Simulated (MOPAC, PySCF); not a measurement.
CH$_{3}$F, SMILES `CF`, neutral singlet in the gas phase. 

Cartesian coordinates (Å):
```xyz
5

C     -0.0661     0.0063    -0.0062
F      1.3109    -0.1252     0.1227
H     -0.5142     0.0074     0.9884
H     -0.4470    -0.8340    -0.5883
H     -0.2837     0.9455    -0.5167
```
Charge 0, spin multiplicity 1.

All levels are single points at this geometry (B3LYP-D3(BJ)/def2-TZVP); Pople sets use spherical d functions. Orbital energies aren't observables, and empty levels follow the basis.

```csv
level,HOMO (eV),LUMO (eV),gap (eV),dipole (D),"vertical IE, Delta-SCF (eV)"
B3LYP-D3(BJ)/def2-TZVP in PySCF,-9.58,1.28,10.86,1.87,13.03
PBE-D3(BJ)/def2-TZVP in PySCF,-7.95,0.80,8.74,1.74,12.65
BP86/6-31G* in PySCF,-7.45,2.06,9.51,1.64,–
M06-2X/6-31G* in PySCF,-11.23,4.17,15.41,1.83,–
SVWN5/6-31G* in PySCF,-7.39,1.85,9.24,1.68,–
HF/3-21G in PySCF,-13.98,7.50,21.48,2.28,–
HF/STO-3G in PySCF,-11.35,15.96,27.31,1.17,–
AM1 in MOPAC,-12.21,3.94,16.16,1.65,–
PM7 in MOPAC,-13.33,2.96,16.29,1.84,–
```
